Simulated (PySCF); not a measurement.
Input of a run (PBE0-D3(BJ)/def2-SVP geometry optimisation, gas phase, def2 core potentials past Kr (PySCF 2.14.0)), started from GFN2-xTB:
```
{"job": {"xc": "PBE0", "basis": "def2-SVP", "d3": "d3bj", "grid": 1, "maxiter": 30, "shake": 0.03, "kind": "geom"}, "charge": -1, "multiplicity": 1}
Sb     0.061970    -0.079820     0.013650
Cl    -0.038690    -0.022360     2.413860
Cl    -0.039280     0.006100    -2.444630
Cl     2.519120     0.016200     0.009980
Cl    -2.428030    -0.025100    -0.053430
Cl    -0.018630     2.430740     0.002480
Cl     0.035400    -2.427780    -0.010450
```

Output (energies in Eh, forces in Eh/bohr):
```
step   0  E = -2999.95729019  max force = 0.036610
step   1  E = -2999.96407643  max force = 0.007765
step   2  E = -2999.96426982  max force = 0.003013
step   3  E = -2999.96453930  max force = 0.003250
step   4  E = -2999.96479351  max force = 0.000353
step   5  E = -2999.96478670  max force = 0.000554
step   6  E = -2999.96480134  max force = 0.000255
optimisation converged
```

Question: Summarise the run.

Answer: The energy falls by 0.204 eV over 7 energy and gradient evaluations, the largest force component goes from 0.0366 to 2.6e-04 Eh/bohr, and the atoms move by 0.066 Å rms after alignment. The bond that changes most is Sb1–Cl6 (ends: antimony bonded to 6 Cl; chlorine bonded to Sb), which shortens by 0.112 Å. Bonds longer at the end by more than 0.005 Å: 1 of 6; shorter: 4. Among the angles that change most is Cl2–Sb1–Cl3, from 174.2° to 179.9°. The energy rose by more than 1e-6 Eh at step 5. The first step brought 90 % of the lowering.

Question: What are the final bond lengths?

Answer: Sb1–Cl2 2.400 Å, Sb1–Cl3 2.400 Å, Sb1–Cl4 2.399 Å, Sb1–Cl5 2.400 Å, Sb1–Cl6 2.400 Å, Sb1–Cl7 2.400 Å. Numbering counts from 1 in the input's order; the species is `[Cl][Sb-]([Cl])([Cl])([Cl])([Cl])[Cl]` ([SbCl6]-).

The run used 134 basis functions and 46 SCF cycles in all.

No frequency check. The geometry's basis has no diffuse functions, a weakness for an anion.
